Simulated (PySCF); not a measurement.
ZrN⁻ at RHF-MP2

Computed with RHF-MP2; PySCF, scalar-relativistic core potentials, basis sets Zr def2-TZVPPD with ECP28, N def2-TZVPPD.

* state: ¹Σ⁺ (singlet), closed shell
* bond length: 1.766 Å
* harmonic wavenumber: 933 cm⁻¹
* force constant: 6.21 mdyn/Å
* rotational constant Be: 0.4463 cm⁻¹
* anharmonicity ωexe: 3.37 cm⁻¹
* vibration–rotation constant αe: 0.00211 cm⁻¹

Correlated steps freeze 1 core orbital. Spin–orbit coupling is left out, which matters for elements this heavy, above all for dissociation energies.
